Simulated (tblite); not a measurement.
Start geometry of `COC(=S)[CH]CS` [radical] from a force field or distance geometry (Å):
```
atom  x, y, z in Å
C1    -2.0806    0.9952   -0.1072
O2    -0.7855    0.4243    0.0596
C3    -0.5335   -0.9089   -0.0934
S4    -1.7043   -2.0127   -0.5291
C5     0.8740   -1.1984    0.1450
C6     1.8464   -0.1877    0.6153
S7     2.7485    0.5137   -0.7941
H8    -1.9961    2.0756    0.0919
H9    -2.7900    0.5730    0.6160
H10   -2.4370    0.8623   -1.1315
H11    1.2127   -2.2139   -0.0331
H12    1.3781    0.6161    1.1896
H13    2.5688   -0.6700    1.2924
H14    1.6978    1.1308   -1.3435
```

What comes out of this run: GFN2-xTB geometry optimisation, gas phase (tblite)?

```
atom  x, y, z in Å
C1    -2.102    0.963   -0.113
O2    -0.761    0.566    0.077
C3    -0.462   -0.738   -0.085
S4    -1.629   -1.865   -0.589
C5     0.816   -1.150    0.195
C6     1.865   -0.232    0.667
S7     2.730    0.427   -0.835
H8    -2.123    2.037    0.061
H9    -2.762    0.454    0.594
H10   -2.435    0.738   -1.130
H11    1.077   -2.174   -0.013
H12    1.469    0.620    1.215
H13    2.641   -0.738    1.235
H14    1.675    1.092   -1.301
```

The energy falls by 6.8 kcal/mol over 39 L-BFGS steps, the largest force on an atom goes from 2.67 to 0.009 eV/Å, and the atoms move by 0.122 Å rms after alignment. The bond that changes most is C3–C5 (ends: carbon bonded to C, O and S; carbon bonded to 2 C and H), which shortens by 0.085 Å. Bonds longer at the end by more than 0.005 Å: 2 of 13; shorter: 9. Among the angles that change most is O2–C3–C5, from 110.7° to 118.2°. Among the dihedrals that turn most is C3–C5–C6–H13, from 144° to 155°. Rotational constants go from 3050, 925.5, 779.1 to 3109, 962.8, 820.0 MHz. The orientation of the end geometry is arbitrary; only internal coordinates are fixed.

On one thread, Arm Neoverse V2 (aarch64), shared host with 96 logical CPUs at a one-minute load of 34, this took 0.22 s wall.

Its GFN2-xTB frequencies are all real (lowest 30 cm⁻¹). 3 starts were optimised and ended at 0.00, 0.54 and 4.95 kcal/mol (GFN2-xTB); the lowest of these is shown.

One conformer stands for the species.

The numbers are calculated, not measured.
